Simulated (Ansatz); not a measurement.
Start from `C[SiH2]S[SiH3]` and change one atom or group to get `BS[SiH2]C`.

Ansatz, PBE0-D4/def2-TZVP geometries, multiplicity 1. Each molecule was computed in one conformer, which needn't be the lowest.

| property | `C[SiH2]S[SiH3]` |
| --- | --- |
| HOMO–LUMO gap (B3LYP/def2-TZVPP) / eV | 7.06 |
| HOMO–LUMO gap (PBE0/def2-TZVPP) / eV | 7.47 |
| HOMO energy (PBE/def2-TZVPP) / eV | -6.18 |
| LUMO energy (PBE/def2-TZVPP) / eV | -0.74 |
| LUMO energy (PBE0/def2-TZVPP) / eV | 0.11 |
| LUMO energy (B3LYP/def2-TZVPP) / eV | -0.07 |

Task: What does the change do to each property? (Estimate.)

Result: The calculation gave: 
| property | `BS[SiH2]C` | shift |
| --- | --- | --- |
| HOMO–LUMO gap (B3LYP/def2-TZVPP) / eV | 6.24 | -0.82 |
| HOMO–LUMO gap (PBE0/def2-TZVPP) / eV | 6.67 | -0.80 |
| HOMO energy (PBE/def2-TZVPP) / eV | -6.95 | -0.77 |
| LUMO energy (PBE/def2-TZVPP) / eV | -2.34 | -1.60 |
| LUMO energy (PBE0/def2-TZVPP) / eV | -1.40 | -1.51 |
| LUMO energy (B3LYP/def2-TZVPP) / eV | -1.58 | -1.51 |

With PBE0 the HOMO falls by 0.70 eV and the LUMO falls by 1.51 eV, so the gap narrows by about 0.81 eV. PBE moves the HOMO by -0.77 eV and ωB97M-V by -0.68 eV.

B3LYP here is the variant with VWN-RPA as its local correlation; programs differ in this.
